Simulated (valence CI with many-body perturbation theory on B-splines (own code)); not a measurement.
# Au63+: electric-dipole lines

Method: configuration interaction combined with many-body perturbation theory (CI+MBPT): six valence electrons over a frozen Dirac-Fock core [Ne], radial functions for each j: 9 s, 9 p, 8 d, 6 f, 3 g, 1 h, with the one-electron correlation potential Σ1, the two-electron term Σ2, the three-electron term Σ3, Breit, model QED; selected CI, second order for the rest, scaled by the run's own slope (own B-spline code, finite nucleus).

The last digits are not significant, and no measured levels were compared; by estimate large intervals hold to a few tenths of a per cent, small ones and those within an open d or f shell to about a per cent. Among the levels kept, up to 1000 cm⁻¹ of a level comes from second order outside the variational space, and about a tenth of that is noise between levels of different J, which matters for small intervals.

Lines 1 to 50 of 122 in falling wavelength, among levels below 7086.3 × 10³ cm⁻¹, chosen from the strongest by gf and those to the six lowest levels. Wavelengths and rates use the calculated energies. Electric multipoles are in the length gauge with retardation, E1 and E2 with the static RPA response of the core. Weak lines are less certain than strong ones. Lines between different terms over intervals too small for the method are left out, as are lines whose strength nearly cancels. The highest levels of a list are the least certain.

Levels are named by their leading jj configuration (3d3/2^4 stands for four electrons in 3d with j = 3/2), which in mixed levels can hold well under half, so a name can repeat and another be missing. Letters in brackets count levels of one name in rising energy.

```csv
λ vac (nm),Upper,Lower,A (s⁻¹),S (a.u.) with core polarisation,S without
19.78,(3s^2 3p1/2 3p3/2^2 3d5/2) J=3 [a],(3s^2 3p1/2^2 3d5/2^2) J=4,1.92e+06,5.15e-05,5.23e-05
16.23,(3s^2 3p1/2 3p3/2^2 3d5/2) J=4 [b],(3s^2 3p1/2^2 3d5/2^2) J=4,3.97e+06,7.54e-05,7.66e-05
15.84,(3s^2 3p1/2 3p3/2^3) J=2,(3s^2 3p1/2^2 3p3/2 3d5/2) J=1,1.61e+06,1.57e-05,1.60e-05
15.57,(3s^2 3p1/2 3p3/2^2 3d5/2) J=5,(3s^2 3p1/2^2 3d5/2^2) J=4,1.68e+06,3.43e-05,3.48e-05
15.19,(3s^2 3p1/2 3p3/2^2 3d3/2) J=4,(3s^2 3p1/2^2 3d3/2 3d5/2) J=4,3.88e+06,6.04e-05,6.13e-05
13.69,(3s^2 3p1/2 3p3/2^2 3d3/2) J=3 [a],(3s^2 3p1/2^2 3d3/2 3d5/2) J=3,1.82e+06,1.62e-05,1.64e-05
12.53,(3s^2 3p1/2 3p3/2^2 3d3/2) J=4,(3s^2 3p1/2^2 3d3/2 3d5/2) J=3,1.63e+06,1.43e-05,1.45e-05
12.32,(3s^2 3p1/2 3p3/2^3) J=1,(3s^2 3p1/2^2 3p3/2 3d5/2) J=2,5.90e+06,1.64e-05,1.66e-05
11.19,(3s^2 3p1/2 3p3/2^3) J=2,(3s^2 3p1/2^2 3p3/2 3d5/2) J=2,1.17e+07,4.05e-05,4.12e-05
11.12,(3s^2 3p1/2 3p3/2^2 3d3/2) J=3 [b],(3s^2 3p1/2^2 3d3/2 3d5/2) J=4,4.03e+06,1.91e-05,1.94e-05
9.906,(3s^2 3p1/2 3p3/2^2 3d3/2) J=2 [c],(3s^2 3p1/2^2 3d3/2 3d5/2) J=2,6.02e+06,1.44e-05,1.47e-05
9.892,(3s^2 3p1/2^2 3d3/2^2) J=2,(3s^2 3p1/2^2 3p3/2 3d5/2) J=3,4.82e+07,1.15e-04,1.16e-04
9.403,(3s^2 3p1/2 3p3/2^2 3d3/2) J=1 [b],(3s^2 3p1/2^2 3d3/2 3d5/2) J=2,7.04e+06,8.67e-06,8.80e-06
9.038,(3s^2 3p1/2 3p3/2^2 3d3/2) J=2 [c],(3s^2 3p1/2^2 3d3/2 3d5/2) J=3,6.62e+06,1.21e-05,1.22e-05
8.531,(3s^2 3p1/2^2 3d3/2^2) J=2,(3s^2 3p1/2^2 3p3/2 3d5/2) J=2,3.15e+07,4.82e-05,4.88e-05
7.013,(3s^2 3p1/2 3p3/2^2 3d3/2) J=1 [a],(3s^2 3p1/2^2 3d3/2^2) J=0,2.26e+07,1.15e-05,1.17e-05
6.942,(3s^2 3p1/2 3p3/2^2 3d5/2) J=3 [a],(3s^2 3p1/2^2 3d3/2 3d5/2) J=2,8.71e+06,1.01e-05,1.02e-05
6.627,(3s^2 3p1/2 3p3/2^2 3d5/2) J=4 [b],(3s^2 3p1/2^2 3d3/2 3d5/2) J=4,3.97e+07,5.13e-05,5.20e-05
6.514,(3s^2 3p1/2 3p3/2^2 3d5/2) J=5,(3s^2 3p1/2^2 3d3/2 3d5/2) J=4,1.40e+08,2.10e-04,2.13e-04
6.504,(3s^2 3p1/2 3p3/2^2 3d5/2) J=3 [a],(3s^2 3p1/2^2 3d3/2 3d5/2) J=3,1.63e+07,1.55e-05,1.57e-05
6.494,(3s^2 3p1/2 3p3/2^2 3d5/2) J=1,(3s^2 3p1/2^2 3d3/2 3d5/2) J=1,3.17e+07,1.29e-05,1.31e-05
6.411,(3s^2 3p1/2 3p3/2^2 3d5/2) J=0,(3s^2 3p1/2^2 3d3/2 3d5/2) J=1,1.60e+08,2.08e-05,2.11e-05
6.393,(3s 3p1/2^2 3p3/2^3) J=2,(3s^2 3p1/2 3p3/2^3) J=2,1.43e+10,9.23e-03,9.37e-03
6.311,(3s^2 3p1/2 3p3/2^2 3d5/2) J=1,(3s^2 3p1/2^2 3d3/2 3d5/2) J=2,1.63e+07,6.06e-06,6.13e-06
6.195,(3s^2 3p1/2 3p3/2^2 3d3/2) J=2 [a],(3s^2 3p1/2^2 3d3/2^2) J=2,3.33e+07,1.95e-05,1.98e-05
6.074,(3s 3p1/2^2 3p3/2^3) J=2,(3s^2 3p1/2 3p3/2^3) J=1,2.05e+10,1.13e-02,1.15e-02
6.067,(3s^2 3p1/2 3p3/2^2 3d5/2) J=4 [b],(3s^2 3p1/2^2 3d3/2 3d5/2) J=3,1.35e+08,1.34e-04,1.35e-04
5.937,(3s^2 3p1/2 3p3/2^2 3d3/2) J=3 [a],(3s^2 3p1/2^2 3d3/2^2) J=2,1.74e+08,1.26e-04,1.28e-04
5.844,(3s^2 3p1/2 3p3/2^3) J=1,(3s^2 3p1/2^2 3p3/2 3d3/2) J=0,3.64e+07,1.08e-05,1.09e-05
5.838,(3s^2 3p1/2 3p3/2^3) J=1,(3s^2 3p1/2^2 3p3/2 3d3/2) J=1,4.99e+07,1.47e-05,1.49e-05
5.754,(3s 3p1/2^2 3p3/2^3) J=1,(3s^2 3p1/2 3p3/2^3) J=2,3.35e+10,9.46e-03,9.59e-03
5.588,(3s^2 3p1/2 3p3/2^3) J=1,(3s^2 3p1/2^2 3p3/2 3d3/2) J=2,2.84e+06,7.34e-07,7.46e-07
5.580,(3s^2 3p1/2 3p3/2^3) J=2,(3s^2 3p1/2^2 3p3/2 3d3/2) J=3,1.77e+07,7.57e-06,7.66e-06
5.571,(3s^2 3p1/2 3p3/2^3) J=2,(3s^2 3p1/2^2 3p3/2 3d3/2) J=1,2.01e+08,8.59e-05,8.71e-05
5.553,(3s^2 3p1/2 3p3/2^2 3d5/2) J=3 [b],(3s^2 3p1/2^2 3d3/2 3d5/2) J=2,3.08e+07,1.82e-05,1.85e-05
5.494,(3s 3p1/2^2 3p3/2^3) J=1,(3s^2 3p1/2 3p3/2^3) J=1,1.10e+10,2.71e-03,2.75e-03
5.342,(3s^2 3p1/2 3p3/2^3) J=2,(3s^2 3p1/2^2 3p3/2 3d3/2) J=2,1.33e+08,5.00e-05,5.07e-05
5.284,(3s^2 3p1/2 3p3/2^2 3d3/2) J=2 [a],(3s^2 3p1/2 3p3/2^3) J=2,3.19e+09,1.16e-03,1.18e-03
5.270,(3s^2 3p1/2 3p3/2^2 3d3/2) J=1 [b],(3s^2 3p1/2^2 3d3/2^2) J=0,1.89e+08,4.09e-05,4.14e-05
5.269,(3s^2 3p1/2 3p3/2^2 3d5/2) J=3 [b],(3s^2 3p1/2^2 3d3/2 3d5/2) J=3,1.43e+07,7.23e-06,7.31e-06
5.205,(3s^2 3p1/2 3p3/2^2 3d3/2) J=1 [a],(3s^2 3p1/2 3p3/2^3) J=2,2.97e+10,6.21e-03,6.30e-03
5.100,(3s^2 3p1/2^2 3d3/2 3d5/2) J=2,(3s^2 3p1/2^2 3p3/2 3d5/2) J=1,8.81e+09,2.89e-03,2.92e-03
5.095,(3s^2 3p1/2 3p3/2^2 3d3/2) J=3 [a],(3s^2 3p1/2 3p3/2^3) J=2,3.34e+09,1.53e-03,1.55e-03
5.092,(3s^2 3p1/2^2 3p3/2 3d3/2) J=1,(3s^2 3p1/2^2 3p3/2^2) J=0,6.67e+09,1.30e-03,1.32e-03
5.089,(3s^2 3p1/2^2 3d3/2 3d5/2) J=3,(3s^2 3p1/2^2 3p3/2 3d5/2) J=3,5.13e+09,2.33e-03,2.36e-03
5.064,(3s^2 3p1/2 3p3/2^2 3d3/2) J=2 [a],(3s^2 3p1/2 3p3/2^3) J=1,1.21e+09,3.87e-04,3.93e-04
5.029,(3s^2 3p1/2 3p3/2^2 3d3/2) J=0,(3s^2 3p1/2 3p3/2^3) J=1,1.78e+10,1.12e-03,1.13e-03
5.018,(3s^2 3p1/2 3p3/2^2 3d3/2) J=3 [b],(3s^2 3p1/2^2 3d3/2^2) J=2,2.61e+08,1.14e-04,1.15e-04
4.992,(3s^2 3p1/2 3p3/2^2 3d3/2) J=1 [a],(3s^2 3p1/2 3p3/2^3) J=1,2.18e+08,4.02e-05,4.04e-05
4.987,(3s^2 3p1/2^2 3d3/2 3d5/2) J=1,(3s^2 3p1/2^2 3p3/2 3d5/2) J=1,3.29e+09,6.04e-04,6.12e-04
```
